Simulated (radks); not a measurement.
As, 33 electrons, occupied as [Ar] 3d8.5 4s1 4p5.5 (fractional occupations, a model configuration). Method: scalar-relativistic Kohn-Sham, LDA (Slater exchange, Perdew-Wang correlation), spin-unpolarised, spherical densities, finite nucleus; Fermi nuclear charge, rms radius 4.0968 fm; computed with a radial shooting solver on a logarithmic mesh with Libxc functionals.

Radial electron density D(r) = 4 pi r^2 rho(r):

```
   r/bohr * D(r) (the largest magnitude, 47.2, reaches the edge; | marks zero)
  0.00672 |           *
 0.008821 |                *
  0.01149 |                       *
  0.01508 |                               *
  0.01979 |                                       *
  0.02597 |                                             *
  0.03382 |                                              *
  0.04439 |                                           *
  0.05827 |                                       *
  0.07648 |                                       *
   0.1004 |                                              *
   0.1307 |                                                      *
   0.1716 |                                                   *
   0.2252 |                                     *
   0.2956 |                           *
   0.3849 |                              *
   0.5053 |                                  *
   0.6632 |                          *
   0.8705 |             *
    1.143 |     *
    1.488 |    *
    1.953 |   *
    2.563 | *
    3.365 |*
    4.381 *
    5.751 *
    7.548 *
```

D(r) has 3 maxima, at r = 0.0320, 0.143, 0.485 bohr, and minima at 0.0668, 0.310 bohr, inside which lie 2.08, 10.93 electrons.
